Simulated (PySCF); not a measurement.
CH₃Be, SMILES [Be][CH3], multiplicity 2.

Geometry: TPSSh-D3(BJ)/def2-TZVPD. The spin state was assumed, not searched. The isomer is the one that the SMILES or the coordinates give; other isomers of the formula were not compared.

Calculation: PySCF with TPSSh-D3(BJ)/def2-TZVPD.

Harmonic, unscaled wavenumbers; measured fundamentals usually lie a few per cent lower.

Modes within 1.5 cm⁻¹ of each other (mostly degenerate sets) share a row, with their intensities summed.

| mode | ν (cm⁻¹) | IR (km/mol) | moving atoms (share of kinetic energy) |
|---|---|---|---|
| 1–2 | 573 | 0.7 | H 78 %, C 15 % |
| 3 | 850 | 26.1 | Be 62 %, C 26 %, H 12 % |
| 4 | 1218 | 14.9 | H 78 %, C 21 % |
| 5–6 | 1443 | 8.9 | H 95 % |
| 7 | 2994 | 6.6 | H 97 % |
| 8–9 | 3065 | 16.4 | H 91 %, C 9 % |
